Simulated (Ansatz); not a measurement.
Computed with Ansatz on PBE0-D4/def2-TZVP structures; ΔE is electronic, products minus reactants. CBS: MP2 limit from def2 TZ/QZ plus the TZ coupled-cluster correction, frozen cores. Functionals use def2-TZVPP. For Br outer-core shells are correlated without core-valence functions, which leaves a few kJ/mol of doubt a bond. Scalar relativity is left out up to krypton.

Reaction (silylene formation by 1,1-elimination): `C[SiH](Cl)Br` → HBr + `C[Si]Cl`

```csv
level,ΔE (kJ/mol)
r2SCAN-D4,305.3
ωB97X-V,300.5
PBE-QIDH,309.1
CCSD(T)/def2-SVP,267.8
```

Q: What does CCSD(T)/CBS give? (An estimate is asked.)

A: Computed: +292.8 kJ/mol. The listed levels differ from it by 12.5, 7.7, 16.3, -25.0 kJ/mol.

Q: What do rigid-rotor, harmonic-oscillator terms from PBE0-D4/def2-TZVP frequencies (298.15 K, 1 bar) make of the CCSD(T)/CBS value? (Estimate.)

A: Ansatz gave: ΔZPE = -15.1 kJ/mol, ΔH = +282.6 kJ/mol, ΔS = 155 J/(mol·K), ΔG = +236.4 kJ/mol.

Largest T1 diagnostic among the species: 0.012.

From BLYP to BHLYP (50 % exact exchange), in def2-TZVPP and without D4, ΔE moves by +41.2 kJ/mol. The D4 term adds +13.8 kJ/mol with B3LYP and +7.4 kJ/mol with PBE0; it sums over pairs of atoms, weighted by their polarisabilities, and B3LYP, whose exchange is more repulsive, gets the larger term.

B3LYP here is the variant with VWN-RPA as its local correlation; programs differ in this.
